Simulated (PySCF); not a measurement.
Molecule: C3H5O2, net charge 0, doublet state. It need not be the lowest isomer of its formula. 
Coordinates optimised at B3LYP-D3(BJ)/def2-TZVP (Ansatz):
```
C
O 1 1.1993
O 1 1.3736 2 122.89
C 3 1.3605 1 118.55 2 0.00
H 4 1.0750 3 114.17 1 180.00
H 4 1.0761 5 126.72 3 180.00
C 1 1.4991 2 126.81 3 -180.00
H 7 1.0860 1 109.40 2 0.00
H 7 1.0910 8 110.02 1 -120.94
H 7 1.0910 8 110.02 9 -118.12
```
Charge 0, spin multiplicity 2.

Dispersion corrections to the total energy (kcal/mol) from the dftd3 and dftd4 libraries through PySCF: D3(BJ) without and D4 with the three-body term, each with the damping fitted for the functional named.

| functional | D3(BJ) | D4 |
|---|---|---|
| BLYP | -7.87 | -8.33 |
| PBE | -3.80 | -3.67 |
| PBE0 | (withheld) | -3.05 |
| PW6B95 | (withheld) | -3.17 |
| LC-wPBE | -3.36 | (withheld) |
| TPSSh | -4.25 | -4.51 |
| revPBE | -10.02 | -13.29 |

### Question
Some entries are withheld; supply them.

### Answer

- PBE0, D3(BJ): -3.18
- PW6B95, D3(BJ): -1.70
- LC-wPBE, D4: -4.03
